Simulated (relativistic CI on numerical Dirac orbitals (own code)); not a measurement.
Ir7+: resonant inelastic scattering at the L2,3 edge

Computed with this model: Dirac-Coulomb-Breit CI, KLI orbitals optimised for each configuration, model QED (radiative potential, 1s self-energy scaled to tabulated hydrogen-like ionisation energies), valence Slater integrals scaled by 0.7, Kramers-Heisenberg scattering through one core-hole configuration in a parametric crystal field; configurations [Xe] 4f14 5d2 → [He] 2s2 2p5 3s2 3p6 3d10 4s2 4p6 4d10 4f14 5s2 5p6 5d3; 10 K; core-hole width 7.5 eV; summed over polarisations. Incident energies are the highest absorption maxima for each field (at most a few, so the weaker spin-orbit partner edge can be absent), on the computed scale of the free ion. Intensities are in per cent of the strongest line above 0.02 eV; levels within 1 cm⁻¹ are merged; final levels count from the ground level, the first row holds all elastic scattering, lines under 0.4 are left out and each table stops after 24 rows. The scale of the Slater integrals is a model choice and moves the terms in proportion.

Field parameters in Wybourne normalisation: D4h B²₀ = −7Ds, B⁴₀ = 21(Dq − Dt), B⁴₄ = 21√(5/14) Dq; Oh B⁴₀ = 21Dq, B⁴₄ = √(5/14) B⁴₀. The field is a parameter set, without covalency, and values of 10Dq over about 45,000 cm⁻¹ lie beyond real compounds.

S is read from ⟨S²⟩ = S(S + 1).

Oh, 10Dq = 58800 cm⁻¹:

| Final level (eV) | Degeneracy | Irrep | S | 11223.1 eV | 11228.2 eV | 12832.3 eV |
| --- | --- | --- | --- | --- | --- | --- |
| 0.000 | 2 | E | 0.94 | 1712.0 | 2195.8 | 175.2 |
| 0.052 | 3 | T2 | 0.94 | 12.7 | 3.1 | 94.9 |
| 1.075 | 3 | T1 | 1.00 | 49.7 | 14.1 | 7.9 |
| 1.115 | 1 | A1 | 0.91 | 1.3 | 1.3 | 46.1 |
| 2.055 | 3 | T2 | 0.18 | 26.7 | 8.3 | 11.1 |
| 2.115 | 2 | E | 0.18 | 59.7 | 26.4 | 4.7 |
| 4.073 | 1 | A1 | 0.26 | 12.5 | 5.5 | 14.8 |
| 7.472 | 1 | A2 | 1.00 | 3.9 | 11.6 | 3.0 |
| 7.620 | 3 | T2 | 0.98 | 35.8 | 100.0 | 7.9 |
| 7.870 | 3 | T1 | 0.97 | 13.6 | 37.5 | 5.0 |
| 7.890 | 2 | E | 0.99 | 12.6 | 38.3 | 5.4 |

D4h, 10Dq = 32500, Ds = 2560, Dt = -220 cm⁻¹:

```tsv
Final level (eV)	Degeneracy	Irrep	S	11226.1 eV	12833.8 eV
0.000	1	A1	0.95	2908.3	236.5
0.196	2	E	0.96	3.0	86.0
0.610	1	B1	0.83	2.8	5.3
0.728	1	B2	0.81	1.4	6.4
1.662	2	E	0.97	24.7	13.3
1.838	1	A1	0.87	3.7	36.1
1.992	1	A2	1.00	0.9	2.6
2.005	1	B2	0.46	12.2	1.6
2.148	1	B1	0.41	28.5	1.7
2.851	1	A1	0.35	33.6	13.5
2.882	2	E	0.28	4.5	14.8
4.748	1	A1	0.78	15.4	13.8
4.828	1	A2	1.00	12.0	0.6
4.892	1	B1	0.99	5.3	4.4
4.905	2	E	0.95	100.0	14.2
5.106	1	B2	0.93	10.5	0.3
5.148	1	A1	0.57	10.4	3.1
5.443	2	E	0.80	4.6	3.1
5.687	1	B1	0.97	0.3	0.4
5.920	2	E	0.82	47.2	5.4
5.994	1	B2	0.88	4.9	3.3
6.235	1	A2	0.97	0.1	3.7
6.251	1	A1	0.92	3.1	2.9
6.381	1	B1	0.97	0.5	0.0
```

For the first field the strongest loss at the lowest incident energy is the level at 2.12 eV (S = 0.18, against 0.94 in the thermal ground state). Levels of other spin, the first over 8 % at 2.06 eV, appear because spin-orbit coupling of the core hole, and in heavier ions of the valence shell too, mixes spins.
